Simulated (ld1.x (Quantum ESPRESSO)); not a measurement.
# Reading a pseudo-wave (hydrogen (H))

Columns: radius, all-electron u(r) and pseudo u(r) of the 1s shell (level -6.53 eV) of hydrogen in the configuration 1s1; BLYP, scalar-relativistic, PAW scheme, ld1.x (Quantum ESPRESSO) 7.5.

| r (bohr) | all-electron | pseudo |
| --- | --- | --- |
| 0.055 | 0.1014 | 0.0757 |
| 0.110 | 0.1915 | 0.1502 |
| 0.165 | 0.2712 | 0.2224 |
| 0.220 | 0.3415 | 0.2912 |
| 0.275 | 0.4031 | 0.3557 |
| 0.330 | 0.4569 | 0.4152 |
| 0.385 | 0.5035 | 0.4690 |
| 0.440 | 0.5437 | 0.5168 |
| 0.495 | 0.5780 | 0.5583 |
| 0.550 | 0.6071 | 0.5938 |
| 0.605 | 0.6314 | 0.6232 |
| 0.660 | 0.6513 | 0.6470 |
| 0.715 | 0.6674 | 0.6657 |
| 0.770 | 0.6801 | 0.6799 |
| 0.825 | 0.6896 | 0.6900 |
| 0.880 | 0.6963 | 0.6968 |
| 0.935 | 0.7005 | 0.7009 |
| 0.990 | 0.7024 | 0.7026 |
| 1.045 | 0.7024 | 0.7024 |
| 1.100 | 0.7006 | 0.7006 |
| 1.155 | 0.6972 | 0.6972 |
| 1.210 | 0.6925 | 0.6925 |
| 1.265 | 0.6865 | 0.6865 |
| 1.320 | 0.6794 | 0.6794 |
| 1.375 | 0.6714 | 0.6714 |
| 1.430 | 0.6625 | 0.6625 |

(1) How many radial nodes do the two functions have?

(2) Where does each function peak?

(3) Is the pseudo-wave norm-conserving?

Results:

(1) The all-electron 1s function has n − l − 1 = 0; the pseudo-wave has 0.

(2) Outermost all-electron maximum near 0.99 bohr, pseudo maximum near 0.99 bohr (to the table’s step).

(3) No, it belongs to a PAW set: the norm inside the radius is not constrained, and the difference is carried by the augmentation charge.
